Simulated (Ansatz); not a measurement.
Input file for Ansatz (a program for electronic structure): R-CCSD(T)/cc-pVDZ on BH5N2 (SMILES NBN), a point of a torsion scan.

Ansatz 0.2 input:
```yaml
crystal:
  periodic: [false, false, false]
  atoms:
    - {symbol: N, position_ang: [1.10419602, -0.39310269, 0.50868335]}
    - {symbol: B, position_ang: [0.13110988, 0.61087074, 0.11761197]}
    - {symbol: N, position_ang: [0.49645407, 1.72831266, -0.63083545]}
    - {symbol: H, position_ang: [1.21571516, -1.15985001, -0.13615244]}
    - {symbol: H, position_ang: [2.03605560, 0.00242512, 0.60358537]}
    - {symbol: H, position_ang: [-1.00938802, 0.40995577, 0.30649774]}
    - {symbol: H, position_ang: [1.45288102, 1.96620618, -0.84147161]}
    - {symbol: H, position_ang: [-0.14166674, 2.46830386, -0.86812646]}
basis:
  gaussian:
    orbitals: cc-pVDZ
magnetization: {spin_polarized: false}
correlation: {method: ccsd_t, electrons: outside_noble_gas}
scf: {lower_state_search: off}
```

**Question.** Give the final energy of this run.

**Answer.** -137.0427 hartree (reference determinant -136.5672, T1 diagnostic 0.013).
